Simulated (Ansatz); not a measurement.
`N[SiH](F)F`, relaxed with RKS PBE0-D4/def2-TZVP in Ansatz from a PBE-D4/def2-SVP geometry. The force threshold is 0.005 eV/Å; the program also tests the step.

Total charge 0; spin multiplicity 1.

Start:

```xyz
7

N    -0.315    0.335    0.967
Si    0.272   -0.257   -0.523
F    -0.155   -1.821   -0.664
F    -0.381    0.449   -1.844
H     0.126    1.142    1.412
H    -1.294    0.236    1.243
H     1.748   -0.084   -0.591
```

(1) How much energy does the relaxation release, and in how many steps? (An estimate is asked.)

(2) Which bonds change most? (Best estimate.)

(3) Give the relaxed structure. (Best estimate.)

## Answers

(1) Computed: 1.99 kcal/mol, in 8 steps.

(2) Ansatz gave: Si2–F4 from 1.634 to 1.591 Å; Si2–F3 from 1.628 to 1.586 Å; N1–Si2 from 1.708 to 1.684 Å; Si2–H7 from 1.487 to 1.470 Å.

(3) The calculation gave: 
```xyz
7

N    -0.315    0.350    0.940
Si    0.267   -0.250   -0.521
F    -0.183   -1.765   -0.647
F    -0.332    0.455   -1.815
H     0.080    1.172    1.365
H    -1.245    0.156    1.275
H     1.729   -0.117   -0.597
```
